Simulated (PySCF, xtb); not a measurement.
Cl₄Te, SMILES Cl[Te+](Cl)(Cl)Cl, charge +1, multiplicity 2.

Coordinates come from a B3LYP-D3(BJ)/def2-SVP optimisation. The def2 effective core potentials stand for the cores of Te; spin–orbit coupling is left out.

These are IEF-PCM-B3LYP/def2-SVP run with PySCF values and carry that method's errors.

The values are the electrostatic part of the solvation free energy, E(continuum) − E(gas) at the gas-phase geometry, in a cavity of scaled van der Waals radii (PySCF's table); cavitation and dispersion terms are not included.

Computed values in water (ε = 78.36), tetrahydrofuran (ε = 7.43), acetone (ε = 20.49):
```tsv
solvent	ε	ΔG(elec) (kcal/mol)
water	78.36	-55.5
tetrahydrofuran	7.43	-48.2
acetone	20.49	-53.3
```

For comparison, GFN2-xTB/ALPB(water) (xtb, at the GFN2-xTB geometry, all terms of that model) gives -46.3 kcal/mol.
